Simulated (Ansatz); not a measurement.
# Reading a saddle point

A first-order saddle point of SiAsH$_{7}$O$_{2}$, singlet, PBE0-D4/def2-TZVP, with one imaginary mode of 377i cm⁻¹:

| atom | x (Å) | y (Å) | z (Å) |
| --- | --- | --- | --- |
| Si1 | 0.2772 | -0.4369 | -0.9872 |
| O2 | 1.0015 | -0.7721 | 0.6604 |
| H3 | 1.1987 | -1.4247 | -1.6173 |
| H4 | -1.0728 | -1.0190 | -1.1594 |
| O5 | 0.7413 | 0.9233 | -1.7620 |
| H6 | 0.2795 | -0.2639 | 1.2114 |
| As7 | -1.2378 | 1.2066 | 0.7564 |
| H8 | 1.2451 | -1.6759 | 0.9189 |
| H9 | 0.2539 | 1.7101 | -1.4984 |
| H10 | -2.1291 | 0.1616 | 1.4099 |
| H11 | -0.5575 | 1.5908 | 2.0673 |

Program: Ansatz 0.2.0. Basis: def2-TZVPP and def2-QZVPP. Cores are frozen in the correlated methods. Filled d shells of the heavier atoms are correlated. The def2 sets are not built for correlating such inner shells, so the correlated values are less sure here. Extrapolation: Hartree–Fock as exp(−7.88 √X), correlation as X^−2.97.

Problem. Which contacts change along the imaginary mode, and what lies on either side? (Judge from chemistry; the calculation decides.)

Solution. Computed: The step is SiH₄O₂ ([OH][SiH2][OH]) + AsH₃ → SiAsH₅O ([OH][SiH2][AsH2]) + H₂O, with the molecules in contact on both sides. Shortening one way: Si1–As7, O2–H6; lengthening the same way: Si1–O2, H6–As7.
```
   pair  one side (Å)  saddle (Å)  other side (Å)
Si1–As7          3.83        2.83            2.36
  O2–H6          3.52        1.04            0.96
 Si1–O2          1.65        1.83            3.14
 H6–As7          1.52        2.16            4.23
```

Problem. Which side is lower, and how far does the saddle lie above each? (An estimate is asked for; the value comes from the calculation.)

Solution. By the calculation: The side with Si1–O2, H6–As7 short is lower by 20.65 kcal/mol; the saddle lies 50.02 kcal/mol above it and 29.36 kcal/mol above the other (CCSD(T) at an estimated basis limit (MP2 extrapolated from triple and quadruple zeta, plus CCSD(T) − MP2 in triple zeta); electronic energies).

The T1 diagnostic stays at or below 0.013.

Labels in which every atom is bracketed show which atoms are joined, not bond orders.

For scale, one of the runs: CCSD(T)/def2-TZVPP, 250 basis functions, launched by `ansatz run in.yaml --threads 8 --pin off --events-out ev --progress --plain --max-ram 19148MiB`. Hardware: 8 CPU threads of an Arm Neoverse V1, shared host. Wall time 2.2 min; peak host memory 5.4 GiB.
